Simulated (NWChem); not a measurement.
System: GeHF, singlet; SMILES [F][GeH]

All runs: NWChem. Pople sets run with spherical d functions. Low-valent species are run as closed-shell singlets; no triplet was tried in these runs. B3LYP is NWChem's, with the RPA form of VWN correlation. Each level has its own optimisation; frequencies are unscaled.

| level | r Ge–H (Å) | r F–Ge (Å) | highest harmonic frequency (cm⁻¹) | lowest (cm⁻¹) | zero-point energy (kcal/mol) |
|---|---|---|---|---|---|
| B3LYP/6-31G* | 1.630 | 1.765 | 1815 | 679 | 4.6 |
| CAM-B3LYP/def2-SVP | 1.608 | 1.750 | 1876 | 703 | 4.8 |
| PBE/def2-SVP | 1.633 | 1.777 | 1784 | 657 | 4.5 |
| PBE0/def2-SVP | 1.612 | 1.757 | 1879 | … | 4.8 |

Q: Some entries are withheld; supply them.

A: 
- PBE0/def2-SVP, lowest (cm⁻¹): 690
